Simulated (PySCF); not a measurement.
**How methods differ on the interval between two levels of Ca⁺**

Ca⁺ [Ar] 4s1 [2S1/2, M_J = 1/2] → Ca⁺ [Ar] 4p1 [2P3/2, M_J = 3/2], as a difference of total energies. All numbers are calculated (PySCF 2.14, the two-component X2C-1e Hamiltonian, in x2c-TZVPall-2c (6s7p3d, 42 functions)). Correlated levels: [Ne] frozen; the 6 highest virtual spinors dropped. "Screened" scales the spin-orbit matrix elements by Boettger's factors to mimic the two-electron term; Breit and QED terms are absent.

```json
{"method": "GHF (spin-free)", "interval between two levels (cm⁻¹)": "23735"}
{"method": "GMP2 (spin-free)", "interval between two levels (cm⁻¹)": "25256"}
{"method": "GHF (screened spin-orbit)", "interval between two levels (cm⁻¹)": "23803"}
{"method": "GMP2 (screened spin-orbit)", "interval between two levels (cm⁻¹)": "25331"}
```

Errors of the correlated levels include the incompleteness of this basis and the frozen core.

For comparison: 25414 cm⁻¹ (measured; NIST Handbook of Basic Atomic Spectroscopic Data (Sansonetti and Martin, J. Phys. Chem. Ref. Data 34, 1559 (2005))).
